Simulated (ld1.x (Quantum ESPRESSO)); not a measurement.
An all-electron radial function and its pseudo partner (osmium (Os))

Columns: radius, all-electron u(r) and pseudo u(r) of the 5d shell (level -6.31 eV) of osmium in the configuration [Kr] 4d10 4f14 5s2 5p6 5d6 6s2 6p0; PW91, scalar-relativistic, TM scheme, ld1.x (Quantum ESPRESSO) 7.5.

```tsv
r (bohr)	all-electron	pseudo
0.113	0.2453	0.0024
0.225	-0.0823	0.0185
0.338	-0.3554	0.0593
0.450	-0.3069	0.1289
0.563	-0.0869	0.2270
0.675	0.1655	0.3434
0.788	0.3896	0.4675
0.900	0.5605	0.5833
1.013	0.6802	0.6810
1.125	0.7541	0.7514
1.238	0.7927	0.7934
1.350	0.8044	0.8088
1.463	0.7970	0.8028
1.575	0.7765	0.7816
1.688	0.7472	0.7506
1.800	0.7128	0.7145
1.913	0.6752	0.6758
2.025	0.6367	0.6368
2.138	0.5977	0.5977
2.250	0.5597	0.5597
2.363	0.5226	0.5226
2.475	0.4874	0.4874
2.588	0.4535	0.4535
2.700	0.4218	0.4218
2.813	0.3916	0.3916
2.925	0.3635	0.3635
```

**Question.** How many radial nodes do the two functions have?

**Answer.** The all-electron 5d function has n − l − 1 = 2; the pseudo-wave has 0, since the states of the same l below it are removed with the core.

**Question.** At about which radius was the pseudo-wave matched?

**Answer.** 2.25 bohr. The columns agree to 0.0005 from 2.02 bohr on; several derivatives are matched, so the curves merge somewhat inside the radius.

**Question.** Is the pseudo-wave norm-conserving?

**Answer.** Yes: the TM scheme keeps the norm inside the radius equal to the all-electron one, which fixes the energy derivative of the logarithmic derivative at the level.
